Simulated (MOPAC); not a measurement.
MOPAC input (PM3):

```
PM3 1SCF CHARGE=-1 GEO-OK AUX(PRECISION=9) THREADS=1
C5H7

C     2.01116647 1   -0.14116608 1    0.71674298 1
C     1.15883453 1   -0.33527093 1   -0.33786334 1
C     0.13229414 1    0.46972550 1   -0.86666829 1
C    -1.15292901 1    0.53841472 1   -0.52702235 1
C    -1.85067398 1   -0.27528177 1    0.55290036 1
H     2.85268462 1   -0.80350910 1    0.88741236 1
H     1.92767184 1    0.72969003 1    1.35854973 1
H     1.37008135 1   -1.22551488 1   -0.94347189 1
H    -1.83038786 1    1.22947215 1   -1.04684084 1
H    -2.36518297 1    0.36225888 1    1.28750256 1
H    -2.62119744 1   -0.94214988 1    0.13588835 1
H    -1.12582231 1   -0.88877581 1    1.09242370 1
```

Output:

```
 *******************************************************************************
 **                                                                           **
 **                              MOPAC v23.2.5                                **
 **                                                                           **
 *******************************************************************************
 ** MOPAC's Digital Object Identifier: https://doi.org/10.5281/zenodo.6511958 **
 **                                                                           **
 ** Please cite the open-source release paper for use of this MOPAC version:  **
 ** J. E. Moussa and J. J. P. Stewart (2026)                                  **
 ** MOPAC: An open-source semiempirical molecular orbital program             **
 ** J. Open Source Softw., 11(119), 8025, https://doi.org/10.21105/joss.08025 **
 *******************************************************************************

                              PM3 CALCULATION RESULTS

 *******************************************************************************
 *  PM3        - The PM3 Hamiltonian to be used
 *  GEO-OK     - OVERRIDE INTERATOMIC DISTANCE AND OTHER SAFETY CHECKS
 *
 *
 *
 *                 CHARGE ON SYSTEM = -1
 *
 *
 *
 *  1SCF       - DO 1 SCF AND THEN STOP
 *  AUX        - OUTPUT AUXILIARY INFORMATION
 *******************************************************************************
PM3 1SCF CHARGE=-1 GEO-OK AUX(PRECISION=9) THREADS=1
 C5H7

   ATOM   CHEMICAL          X               Y               Z
  NUMBER   SYMBOL      (ANGSTROMS)     (ANGSTROMS)     (ANGSTROMS)

     1       C          2.01116647  *  -0.14116608  *   0.71674298  *
     2       C          1.15883453  *  -0.33527093  *  -0.33786334  *
     3       C          0.13229414  *   0.46972550  *  -0.86666829  *
     4       C         -1.15292901  *   0.53841472  *  -0.52702235  *
     5       C         -1.85067398  *  -0.27528177  *   0.55290036  *
     6       H          2.85268462  *  -0.80350910  *   0.88741236  *
     7       H          1.92767184  *   0.72969003  *   1.35854973  *
     8       H          1.37008135  *  -1.22551488  *  -0.94347189  *
     9       H         -1.83038786  *   1.22947215  *  -1.04684084  *
    10       H         -2.36518297  *   0.36225888  *   1.28750256  *
    11       H         -2.62119744  *  -0.94214988  *   0.13588835  *
    12       H         -1.12582231  *  -0.88877581  *   1.09242370  *

          CARTESIAN COORDINATES

    NO.       ATOM           X           Y           Z

     1         C          2.0112     -0.1412      0.7167
     2         C          1.1588     -0.3353     -0.3379
     3         C          0.1323      0.4697     -0.8667
     4         C         -1.1529      0.5384     -0.5270
     5         C         -1.8507     -0.2753      0.5529
     6         H          2.8527     -0.8035      0.8874
     7         H          1.9277      0.7297      1.3585
     8         H          1.3701     -1.2255     -0.9435
     9         H         -1.8304      1.2295     -1.0468
    10         H         -2.3652      0.3623      1.2875
    11         H         -2.6212     -0.9421      0.1359
    12         H         -1.1258     -0.8888      1.0924

  H: (PM3): J. J. P. STEWART, J. COMP. CHEM. 10, 209 (1989).
  C: (PM3): J. J. P. STEWART, J. COMP. CHEM. 10, 209 (1989).

           Empirical Formula: C5 H7  =    12 atoms

      MOLECULAR POINT GROUP   :   C1

      RHF CALCULATION, NO. OF DOUBLY OCCUPIED LEVELS = 14

 -------------------------------------------------------------------------------
 PM3 1SCF CHARGE=-1 GEO-OK AUX(PRECISION=9) THREADS=1
 C5H7

     1SCF WAS SPECIFIED, SO BFGS WAS NOT USED
     SCF FIELD WAS ACHIEVED

                              PM3 CALCULATION
                                                       MOPAC v23.2.5 Linux

          FINAL HEAT OF FORMATION =         45.95120 KCAL/MOL =     192.25981 KJ/MOL

          COSMO AREA              =        123.37 SQUARE ANGSTROMS
          COSMO VOLUME            =        109.91 CUBIC ANGSTROMS

          IONIZATION POTENTIAL    =          1.798501 EV
          HOMO LUMO ENERGIES (EV) =         -1.799  6.742
          NO. OF FILLED LEVELS    =         14
          MOLECULAR WEIGHT        =         67.1103         POINT GROUP:  C1

          MOLECULAR DIMENSIONS (Angstroms)

            Atom       Atom       Distance
            H    11    H     6     5.52697
            H    10    H     8     3.19161
            H    12    H     9     2.88507

          SCF CALCULATIONS        =          1

   ATOM   CHEMICAL          X               Y               Z
  NUMBER   SYMBOL      (ANGSTROMS)     (ANGSTROMS)     (ANGSTROMS)

     1       C          2.01116647  *  -0.14116608  *   0.71674298  *
     2       C          1.15883453  *  -0.33527093  *  -0.33786334  *
     3       C          0.13229414  *   0.46972550  *  -0.86666829  *
     4       C         -1.15292901  *   0.53841472  *  -0.52702235  *
     5       C         -1.85067398  *  -0.27528177  *   0.55290036  *
     6       H          2.85268462  *  -0.80350910  *   0.88741236  *
     7       H          1.92767184  *   0.72969003  *   1.35854973  *
     8       H          1.37008135  *  -1.22551488  *  -0.94347189  *
     9       H         -1.83038786  *   1.22947215  *  -1.04684084  *
    10       H         -2.36518297  *   0.36225888  *   1.28750256  *
    11       H         -2.62119744  *  -0.94214988  *   0.13588835  *
    12       H         -1.12582231  *  -0.88877581  *   1.09242370  *

                             CARTESIAN COORDINATES

   1    C        2.011166470    -0.141166080     0.716742980
   2    C        1.158834530    -0.335270930    -0.337863340
   3    C        0.132294140     0.469725500    -0.866668290
   4    C       -1.152929010     0.538414720    -0.527022350
   5    C       -1.850673980    -0.275281770     0.552900360
   6    H        2.852684620    -0.803509100     0.887412360
   7    H        1.927671840     0.729690030     1.358549730
   8    H        1.370081350    -1.225514880    -0.943471890
   9    H       -1.830387860     1.229472150    -1.046840840
  10    H       -2.365182970     0.362258880     1.287502560
  11    H       -2.621197440    -0.942149880     0.135888350
  12    H       -1.125822310    -0.888775810     1.092423700

           Empirical Formula: C5 H7  =    12 atoms

      MOLECULAR POINT GROUP   :   C1

                  EIGENVALUES
 -30.29567 -25.92133 -20.03230 -15.88672 -12.17058 -10.38393  -9.85461  -9.54543
  -9.41838  -7.77244  -6.99252  -5.10414  -3.79841  -1.79850   6.74207   7.23397
   8.45459   8.90931   8.97421   9.07433   9.30862   9.38806   9.73480  10.50420
  11.20143  11.56598  12.61478

              NET ATOMIC CHARGES AND DIPOLE CONTRIBUTIONS

  ATOM NO.   TYPE          CHARGE      No. of ELECS.   s-Pop       p-Pop
    1          C          -0.500919        4.5009     1.18423     3.31669
    2          C           0.061161        3.9388     1.16851     2.77033
    3          C          -0.479819        4.4798     1.43981     3.04001
    4          C          -0.232115        4.2321     1.18116     3.05096
    5          C          -0.063401        4.0634     1.13583     2.92757
    6          H           0.055402        0.9446     0.94460
    7          H           0.074213        0.9258     0.92579
    8          H           0.028344        0.9717     0.97166
    9          H           0.046111        0.9539     0.95389
   10          H          -0.006886        1.0069     1.00689
   11          H          -0.009952        1.0100     1.00995
   12          H           0.027862        0.9721     0.97214
 DIPOLE           X         Y         Z       TOTAL
 POINT-CHG.    -1.547    -1.183     0.853     2.126
 HYBRID        -0.317    -0.820     0.971     1.310
 SUM           -1.864    -2.003     1.824     3.288

          ATOMIC ORBITAL ELECTRON POPULATIONS

     Atom    s        px        py        pz
    1  C   1.18423   1.10343   1.10396   1.10930
    2  C   1.16851   0.98682   0.90259   0.88092
    3  C   1.43981   0.94758   0.99622   1.09621
    4  C   1.18116   0.96863   1.05886   1.02347
    5  C   1.13583   0.97158   0.97556   0.98043
    6  H   0.94460
    7  H   0.92579
    8  H   0.97166
    9  H   0.95389
   10  H   1.00689
   11  H   1.00995
   12  H   0.97214

 **********************
 *                    *
 * JOB ENDED NORMALLY *
 *                    *
 **********************

 == MOPAC DONE ==
```

The dipole moment of an ion depends on the origin.

The geometry given is a B3LYP-D3(BJ)/def2-TZVP minimum.
